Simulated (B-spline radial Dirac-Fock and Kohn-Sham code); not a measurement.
**What relativity does to the binding energies of In⁵⁺**

System: indium as In⁵⁺, configuration [Kr] 4d8.

Both columns are ΔSCF binding energies of the configuration average from a radial B-spline solver: non-relativistic Hartree-Fock with a point nucleus, and Dirac-Fock with a finite nucleus and the Coulomb interaction alone, averaged over the two j levels with weights 2j+1.

| shell | Hartree-Fock (eV) | Dirac-Fock (eV) | shift (eV) | shift (%) |
| --- | --- | --- | --- | --- |
| 1s | 27164.0 | 28112.8 | +948.73 | +3.49 |
| 2s | 4106.1 | 4337.4 | +231.28 | +5.63 |
| 2p | 3825.0 | 3891.4 | +66.49 | +1.74 |
| 3s | 865.0 | 913.3 | +48.31 | +5.59 |
| 3p | 749.1 | 763.8 | +14.72 | +1.97 |
| 4s | 199.5 | 209.1 | +9.59 | +4.81 |
| 4p | 159.0 | 161.5 | +2.59 | +1.63 |
| 4d | 92.60 | 91.60 | -1.00 | -1.07 |

Relativity binds 1s, 2s, 2p, 3s, 3p, 4s, 4p more strongly, among those listed most of all 2s in relative terms, and 4d more weakly, because the contracted s and p shells screen the nucleus better.

Values without a named source are computed, but for edge energies of neutral atoms, which are taken from tables.
